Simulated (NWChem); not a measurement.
Everything below was run with NWChem. System: H$_{4}$Al (-1), charge -1, spin multiplicity 1, at a geometry optimised with B3LYP/def2-SVP. The structure started from a generated list of species. Level: B2PLYP/aug-cc-pVTZ, 5 core orbitals frozen.

Input file:

```
start mol
memory heap 200 mb stack 900 mb global 1100 mb
charge -1
geometry units angstroms nocenter noautoz
  Al     0.000000     0.000000     0.000001
  H      0.000000    -1.344242    -0.950536
  H      0.000000     1.344242    -0.950536
  H      1.344251     0.000000     0.950529
  H     -1.344251     0.000000     0.950529
  symmetry group C2v
end
basis spherical
  * library aug-cc-pvtz
end
dft
  xc hfexch 0.53 becke88 0.47 lyp 0.73 mp2 0.27
  dftmp2
  semidirect memsize 60000000 filesize 0
  iterations 100
end
mp2
  freeze core 5
end
task dft energy
```

Part of the output:

```
             Northwest Computational Chemistry Package (NWChem) 7.3.0
             --------------------------------------------------------

                                NWChem Input Module
                                -------------------

 Scaling coordinates for geometry "geometry" by  1.889725989
 (inverse scale =  0.529177249)

 Turning off AUTOSYM since
 SYMMETRY directive was detected!

                             Geometry "geometry" -> ""
                             -------------------------

 Output coordinates in angstroms (scale by  1.889725989 to convert to a.u.)

  No.       Tag          Charge          X              Y              Z
 ---- ---------------- ---------- -------------- -------------- --------------
    1 Al                  13.0000     0.00000000     0.00000000     0.00000100
    2 H                    1.0000     0.00000000    -1.34424200    -0.95053600
    3 H                    1.0000     0.00000000     1.34424200    -0.95053600
    4 H                    1.0000     1.34425100     0.00000000     0.95052900
    5 H                    1.0000    -1.34425100     0.00000000     0.95052900

 Effective nuclear repulsion energy (a.u.)      17.8949239701

            Nuclear Dipole moment (a.u.)
            ----------------------------
        X                 Y               Z
 ---------------- ---------------- ----------------
     0.0000000000     0.0000000000    -0.0000018897

      Symmetry information
      --------------------

 Group name             C2v
 Group number             16
 Group order               4
 No. of unique centers     3

      Symmetry unique atoms

     1    2    4


 Summary of "ao basis" -> "" (spherical)
 ------------------------------------------------------------------------------
       Tag                 Description            Shells   Functions and Types
 ---------------- ------------------------------  ------  ---------------------
 *                        aug-cc-pvtz                 on all atoms

  dft_input: which_mp2 not specified, using semidirect MP2 by default.

                                 NWChem DFT Module
                                 -----------------

 Summary of "ao basis" -> "ao basis" (spherical)
 ------------------------------------------------------------------------------
       Tag                 Description            Shells   Functions and Types
 ---------------- ------------------------------  ------  ---------------------
 Al                       aug-cc-pvtz               16       50   6s5p3d2f
 H                        aug-cc-pvtz                9       23   4s3p2d

 Summary of "ao basis" -> "ao basis" (spherical)
 ------------------------------------------------------------------------------
       Tag                 Description            Shells   Functions and Types
 ---------------- ------------------------------  ------  ---------------------
 Al                       aug-cc-pvtz               16       50   6s5p3d2f
 H                        aug-cc-pvtz                9       23   4s3p2d

      Symmetry analysis of basis
      --------------------------

        a1         53
        a2         19
        b1         35
        b2         35

            General Information
            -------------------
          SCF calculation type: DFT
          Wavefunction type:  closed shell.
          No. of atoms     :     5
          No. of electrons :    18
           Alpha electrons :     9
            Beta electrons :     9
          Charge           :    -1
          Spin multiplicity:     1
          Use of symmetry is: on ; symmetry adaption is: on
          Maximum number of iterations: 100
          AO basis - number of functions:   142
                     number of shells:    52
          Convergence on energy requested:  1.00D-06
          Convergence on density requested:  1.00D-05
          Convergence on gradient requested:  5.00D-04

              XC Information
              --------------
                     Hartree-Fock (Exact) Exchange  0.530
                    Becke 1988 Exchange Functional  0.470
              Lee-Yang-Parr Correlation Functional  0.730

             Grid Information
             ----------------
          Grid used for XC integration:  medium
          Radial quadrature: Mura-Knowles
          Angular quadrature: Lebedev.
          Tag              B.-S. Rad. Rad. Pts. Rad. Cut. Ang. Pts.
          ---              ---------- --------- --------- ---------
          Al                  1.25       88          14.0       590
          H                   0.35       45          14.0       434
          Grid pruning is: on
          Number of quadrature shells:   178
          Spatial weights used:  Erf1

          Convergence Information
          -----------------------
          Convergence aids based upon iterative change in
          total energy or number of iterations.
          Levelshifting, if invoked, occurs when the
          HOMO/LUMO gap drops below (HL_TOL):  1.00D-02
          DIIS, if invoked, will attempt to extrapolate
          using up to (NFOCK): 10 stored Fock matrices.

                    Damping( 0%)  Levelshifting(0.5)       DIIS
                  --------------- ------------------- ---------------
          dE  on:    start            ASAP                start
          dE off:    2 iters        100 iters           100 iters

      Screening Tolerance Information
      -------------------------------
          Density screening/tol_rho:  1.00D-10
          AO Gaussian exp screening on grid/accAOfunc:  14
          CD Gaussian exp screening on grid/accCDfunc:  20
[...]
     1 a1          2 a1          3 a1          4 a1          5 b1
     6 b2          7 a1          8 a1          9 a1         10 b1
    11 b2         12 a1         13 b2         14 b1         15 a1
    16 a1         17 b1         18 b2         19 a2

------------------------------------------------------------
EAF file 0: "./mol.aoints.0" size=524288 bytes
------------------------------------------------------------
               write      read    awrite     aread      wait
               -----      ----    ------     -----      ----
     calls:        1         0         0         0         0
   data(b): 5.24e+05  0.00e+00  0.00e+00  0.00e+00
   time(s): 0.00e+00  0.00e+00  0.00e+00  0.00e+00  0.00e+00
rate(mb/s): 0.00e+00  0.00e+00
------------------------------------------------------------

 Grid integrated density:      17.999969761744
 Requested integration accuracy:   0.10E-05

   convergence    iter        energy       DeltaE   RMS-Dens  Diis-err    time
 ---------------- ----- ----------------- --------- --------- ---------  ------
 d= 0,ls=0.0,diis     1   -241.3611081527 -2.59D+02  5.86D+01  8.06D+00     2.0
 d= 0,ls=0.0,diis     2   -244.3446465452 -2.98D+00  8.57D-03  1.99D+00     2.2
 d= 0,ls=0.0,diis     3   -244.6729717341 -3.28D-01  1.67D-03  5.11D-02     2.4
 d= 0,ls=0.0,diis     4   -244.6837724744 -1.08D-02  4.50D-04  2.45D-03     2.6
 d= 0,ls=0.0,diis     5   -244.6842224932 -4.50D-04  8.44D-05  2.46D-05     2.8
  Resetting Diis
 d= 0,ls=0.0,diis     6   -244.6842341022 -1.16D-05  2.46D-05  1.46D-06     3.1
 d= 0,ls=0.0,diis     7   -244.6842344810 -3.79D-07  3.98D-06  5.49D-09     3.3

         Total DFT energy =     -244.684234480968
      One electron energy =     -378.995224542091
           Coulomb energy =      136.539327092188
    Exchange-Corr. energy =      -20.123261001211
 Nuclear repulsion energy =       17.894923970145

 Numeric. integr. density =       18.000016408778

     Total iterative time =      2.7s

                  Occupations of the irreducible representations
                  ----------------------------------------------

                     irrep           alpha         beta
                     --------     --------     --------
                     a1                5.0          5.0
                     a2                0.0          0.0
                     b1                2.0          2.0
                     b2                2.0          2.0

                       DFT Final Molecular Orbital Analysis
                       ------------------------------------

 Vector    7  Occ=2.000000D+00  E=-1.285088D-01  Symmetry=a1
              MO Center=  8.6D-17, -1.1D-17, -1.5D-06, r^2= 3.5D+00
   Bfn.  Coefficient  Atom+Function         Bfn.  Coefficient  Atom+Function
  ----- ------------  ---------------      ----- ------------  ---------------
    12      0.270575  1 Al pz                18      0.149667  1 Al pz
    52     -0.149389  2 H  s                 75     -0.149389  3 H  s
    98      0.149389  4 H  s                121      0.149389  5 H  s
    53     -0.101573  2 H  s                 76     -0.101573  3 H  s
    99      0.101570  4 H  s                122      0.101570  5 H  s

 Vector    8  Occ=2.000000D+00  E=-1.285086D-01  Symmetry=b1
              MO Center=  1.7D-15, -2.0D-19,  7.8D-01, r^2= 2.9D+00
   Bfn.  Coefficient  Atom+Function         Bfn.  Coefficient  Atom+Function
  ----- ------------  ---------------      ----- ------------  ---------------
    10      0.270575  1 Al px                98      0.211268  4 H  s
   121     -0.211268  5 H  s                 16      0.149658  1 Al px
    99      0.143648  4 H  s                122     -0.143648  5 H  s
    97      0.137013  4 H  s                120     -0.137013  5 H  s
    25     -0.095116  1 Al d  1              30     -0.068167  1 Al d  1

 Vector    9  Occ=2.000000D+00  E=-1.285078D-01  Symmetry=b2
              MO Center= -5.8D-16, -4.0D-16, -7.8D-01, r^2= 2.9D+00
   Bfn.  Coefficient  Atom+Function         Bfn.  Coefficient  Atom+Function
  ----- ------------  ---------------      ----- ------------  ---------------
    11      0.270576  1 Al py                52     -0.211268  2 H  s
    75      0.211268  3 H  s                 17      0.149659  1 Al py
    53     -0.143647  2 H  s                 76      0.143647  3 H  s
    51     -0.137014  2 H  s                 74      0.137014  3 H  s
    23     -0.095117  1 Al d -1              28     -0.068168  1 Al d -1

 Vector   10  Occ=0.000000D+00  E= 1.095242D-01  Symmetry=b2
              MO Center= -8.0D-18,  4.0D-15,  1.1D+00, r^2= 4.2D+01
   Bfn.  Coefficient  Atom+Function         Bfn.  Coefficient  Atom+Function
  ----- ------------  ---------------      ----- ------------  ---------------
    54      3.950118  2 H  s                 77     -3.950118  3 H  s
    20      2.975218  1 Al py                17      1.266864  1 Al py
    53      1.003235  2 H  s                 76     -1.003235  3 H  s
    33     -0.851570  1 Al d -1              23     -0.415482  1 Al d -1
    62      0.181055  2 H  py                85      0.181055  3 H  py

 Vector   11  Occ=0.000000D+00  E= 1.095243D-01  Symmetry=b1
              MO Center= -3.9D-09,  1.2D-13, -1.1D+00, r^2= 4.2D+01
   Bfn.  Coefficient  Atom+Function         Bfn.  Coefficient  Atom+Function
  ----- ------------  ---------------      ----- ------------  ---------------
   100      3.950111  4 H  s                123     -3.950111  5 H  s
    19     -2.975227  1 Al px                16     -1.266878  1 Al px
    99      1.003243  4 H  s                122     -1.003243  5 H  s
    35      0.851568  1 Al d  1              25      0.415488  1 Al d  1
   107     -0.181061  4 H  px               130     -0.181061  5 H  px

 Vector   12  Occ=0.000000D+00  E= 1.095268D-01  Symmetry=a1
              MO Center=  3.9D-09,  7.3D-15,  4.5D-05, r^2= 4.3D+01
   Bfn.  Coefficient  Atom+Function         Bfn.  Coefficient  Atom+Function
  ----- ------------  ---------------      ----- ------------  ---------------
    21      2.975175  1 Al pz                54      2.793270  2 H  s
    77      2.793270  3 H  s                100     -2.792826  4 H  s
   123     -2.792826  5 H  s                 18      1.266795  1 Al pz
    36      0.851518  1 Al d  2              53      0.709354  2 H  s
    76      0.709354  3 H  s                 99     -0.709350  4 H  s

 center of mass
 --------------
 x =   0.00000000 y =   0.00000000 z =   0.00000078

 moments of inertia (a.u.)
 ------------------
          26.013705485292           0.000000000000           0.000000000000
           0.000000000000          26.013879651627           0.000000000000
           0.000000000000           0.000000000000          26.013609635458

     Multipole analysis of the density
     ---------------------------------

     L   x y z        total         alpha         beta         nuclear
     -   - - -        -----         -----         ----         -------
     0   0 0 0     -1.000000     -9.000000     -9.000000     17.000000

     1   1 0 0      0.000000      0.000000      0.000000      0.000000
     1   0 1 0      0.000000      0.000000      0.000000      0.000000
     1   0 0 1      0.000011      0.000007      0.000007     -0.000002

     2   2 0 0    -19.507025    -16.206464    -16.206464     12.905903
     2   1 1 0      0.000000      0.000000      0.000000      0.000000
     2   1 0 1      0.000000      0.000000      0.000000      0.000000
     2   0 2 0    -19.506990    -16.206360    -16.206360     12.905730
     2   0 1 1      0.000000      0.000000      0.000000      0.000000
     2   0 0 2    -19.507208    -16.206603    -16.206603     12.905998

                   NWChem MP2 Semi-direct Energy/Gradient Module
                   ---------------------------------------------

  Basis functions       =    142
  Molecular orbitals    =    142
  Frozen core           =      5
  Frozen virtuals       =      0
  Active alpha occupied =      4
  Active beta occupied  =      4
  Active alpha virtual  =    133
  Active beta virtual   =    133
  Use MO symmetry       = T
  Use skeleton AO sym   = T

  AO/Fock/Back tols     =   1.0D-09  1.0D-09  1.0D-09

 GA uses MA = F    GA memory limited = T

 Available:
  local mem=  4.43D+07
 global mem=  1.44D+08
 local disk=  0.00D+00
  mp2_memr nvloc                   133
  nvloc new                   133
   1 passes of   4:        5242880                      67723                  18399273.
   1 passes of   4: M     44321707           G      144138872           F      39078827.

 Semi-direct pass number   1 of   1  for RHF alpha+beta  at        3.3s
  vrange nnbf                 10153
  mp2_eaftype                    70  avail_ma_in_mb                   386
 EAF : mp2_eaftype filesize          70    9199637.
  mp2_eaf for mointskh                     70
Node 0 wrote     43.2 Mb in      0.0 s     Agg I/O rate:  5775.3 Mb/s
 Done moints_semi at        8.5s
  mp2_eaftype                    70  avail_ma_in_mb                   386
 EAF : mp2_eaftype filesize          70    9199637.
  mp2_eaf for kh                    70
 Done maket at        8.6s
 Done multipass loop at        8.6s

          -------------------------------------------
          DFT energy                    -244.684234480968
          Unscaled MP2 energy             -0.162908435673
          Total DFT+MP2 energy          -244.728219758600
          -------------------------------------------

 -----------------------
 Performance information
 -----------------------

 Timer overhead =  1.38D-07 seconds/call

               Nr. of calls         CPU time (s)                 Wall time (s)                GFlops
             ---------------    -------------------     ------------------------------   -------------------
Name         Min   Avg   Max    Min     Avg     Max     Min     Avg     Max   Mx/calls   Min     Max     Sum
mp2: moin     1     1     1    5.1     5.1     5.1      5.1     5.1     5.1     5.1      0.0     0.0     0.0
mp2: make     1     1     1   7.53E-2 7.53E-2 7.53E-2  7.53E-2 7.53E-2 7.53E-2 7.53E-2   0.0     0.0     0.0
mp2: tota     1     1     1    5.3     5.3     5.3      5.3     5.3     5.3     5.3      0.0     0.0     0.0

 The average no. of pstat calls per process was 3.00D+00
 with a timing overhead of 4.13D-07s

 Task  times  cpu:        8.5s     wall:        8.5s

 Total times  cpu:        8.6s     wall:        8.6s
```
